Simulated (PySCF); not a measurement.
**Spinor energies of Lu (lutetium, neutral)**

Start: [Xe] 4f14 5d1 6s2; 5d5/2 filled at m_j = +5/2. Calculated with PySCF 2.14 in x2c-SVPall-2c with one added diffuse shell each of s, p, d type (8s11p10d2f1g, 114 functions): generalised Hartree-Fock with the X2C-1e Hamiltonian and a Gaussian nucleus; spin-orbit coupling (SO) screened by Boettger's factors. This is a chosen level, not necessarily the ground level.

| spinor shell | electrons | ε, screened SO (eV) | weight of nominal j (screened SO) | rms radius, screened SO (bohr) |
| --- | --- | --- | --- | --- |
| 1s1/2 | 2 | -63629.5 | 1.000 | 0.0219 |
| 2s1/2 | 2 | -10964.4 | 1.000 | 0.0885 |
| 2p1/2 | 2 | -10446.1 | 1.000 | 0.0754 |
| 2p3/2 | 4 | -9322.5 | 1.000 | 0.0825 |
| 3s1/2 | 2 | -2542.9 | 1.000 | 0.227 |
| 3p1/2 | 2 | -2313.7 | 1.000 | 0.218 |
| 3p3/2 | 4 | -2069.5 | 1.000 | 0.232 |
| 3d3/2 | 4 | -1684.3 | 1.000 | 0.206 |
| 3d5/2 | 6 | -1631.6 | 1.000 | 0.210 |
| 4s1/2 | 2 | -535.84 | 1.000 | 0.509 |
| 4p1/2 | 2 | -441.02 | 1.000 | 0.520 |
| 4p3/2 | 4 | -384.96 | 1.000 | 0.552 |
| 4d3/2 | 4 | -228.53 | 1.000 | 0.584 |
| 4d5/2 | 6 | -218.03 | 1.000 | 0.597 |
| 5s1/2 | 2 | -73.754 | 1.000 | 1.27 |
| 5p1/2 | 2 | -44.317 | 0.998 | 1.42 |
| 4f5/2 | 6 | -23.449 | 0.999 | 0.796 |
| 4f7/2 | 8 | -21.908 | 0.999 | 0.809 |
| 6s1/2 | 2 | -6.174 | 0.984 | 4.14 |
| 5d5/2 | 1 | -5.028 | 1.000 | 3.20 |

(1) Where does 5p3/2 lie, and what is the 5p spin-orbit splitting (screened SO)?

```json
{"quantity": "E (hartree)", "screened SO": "-14566.10830"}
{"quantity": "M_J", "screened SO": "5/2"}
{"quantity": "⟨J²⟩", "screened SO": "8.999"}
{"quantity": "⟨L²⟩", "screened SO": "6.309"}
{"quantity": "⟨S²⟩", "screened SO": "0.922"}
```

Each row is a mean over spinors that exchange with the open shell spreads, by up to 1.982 eV (5p3/2).

⟨J²⟩ departs a little from M_J(M_J + 1) because the unrestricted spinors polarise the closed shells.

Breit and QED terms are absent; they matter most for the inner s and p1/2 levels.

Densities and radii are taken from the X2C orbitals without a picture-change correction, which distorts them close to the nucleus.

Results:

(1) At -37.285 eV, 7.033 eV above 5p1/2.
